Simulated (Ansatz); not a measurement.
The cluster Te2Au3, relaxed as a doublet with UKS PBE-D4/def2-SVP in Ansatz, starting from the GFN1-xTB geometry. Force threshold 0.02 eV/Å.

In the def2 sets Au, Te take a core potential; there is no spin–orbit coupling. The relaxation made no stability test and no search for a lower SCF solution. No other spin state of charge 0 was run. The structure comes from a short search, and lower isomers may exist.

Start:

```csv
atom,x (Å),y (Å),z (Å)
Au1,-0.1412,-1.4727,-0.6041
Au2,-1.5188,0.3466,1.1404
Au3,0.9626,1.2561,-0.0558
Te4,0.7662,-0.6289,1.8246
Te5,-0.0688,0.4988,-2.3051
```

**Question.** Estimate the energy that the relaxation releases and the steps that it takes.

**Answer.** 10.5 kcal/mol, in 7 steps; 26 s on 4 threads of Intel Xeon Platinum 8259CL on a shared host. No frequencies were taken in this run, so the end may be a saddle point.

**Question.** Does the start keep its bonding?

**Answer.** Bonds formed: Au2–Te5 (atoms count from 1). The end is the same structure that another start reached, the lowest one found.

**Question.** Predict the relaxed structure.

**Answer.** 
```xyz
5

Au    0.2365   -1.6561   -0.6212
Au   -1.5770    0.4842    0.6803
Au    1.3447    1.1710   -0.0615
Te    0.6282   -0.6238    1.9016
Te   -0.6324    0.6246   -1.8992
```
Bond lengths (bridged metal pairs left out): 6 × Au–Te 2.75 Å.
